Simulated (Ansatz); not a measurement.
One change: `C=[CH][InH][CH3]` becomes `C=[CH][In]([CH3])[F]`.

Ansatz, PBE0-D4/def2-TZVP geometries, multiplicity 1. Each molecule was computed in one conformer, which needn't be the lowest.

Elements past krypton have def2 core potentials.

| property | `C=[CH][InH][CH3]` |
| --- | --- |
| HOMO energy (PBE/def2-TZVPP) / eV | -6.11 |
| HOMO energy (ωB97M-V/def2-TZVPP) / eV | -9.45 |
| LUMO energy (PBE0/def2-TZVPP) / eV | -1.46 |
| HOMO–LUMO gap (PBE/def2-TZVPP) / eV | 3.87 |
| LUMO energy (ωB97M-V/def2-TZVPP) / eV | 0.06 |
| HOMO energy (PBE0/def2-TZVPP) / eV | -7.28 |

Q: What does the change do to each property? (An estimate is asked.)

A: The calculation gave: 
```csv
property,`C=[CH][In]([CH3])[F]`,shift
HOMO energy (PBE/def2-TZVPP) / eV,-6.56,-0.45
HOMO energy (ωB97M-V/def2-TZVPP) / eV,-9.96,-0.51
LUMO energy (PBE0/def2-TZVPP) / eV,-1.40,0.06
HOMO–LUMO gap (PBE/def2-TZVPP) / eV,4.37,0.50
LUMO energy (ωB97M-V/def2-TZVPP) / eV,0.20,0.14
HOMO energy (PBE0/def2-TZVPP) / eV,-7.81,-0.53
```

With PBE0 the HOMO falls by 0.53 eV and the LUMO rises by 0.06 eV, so the gap widens by about 0.59 eV. PBE moves the HOMO by -0.45 eV and ωB97M-V by -0.51 eV.

Positive LUMOs are unbound, so they and the gaps depend on the basis.
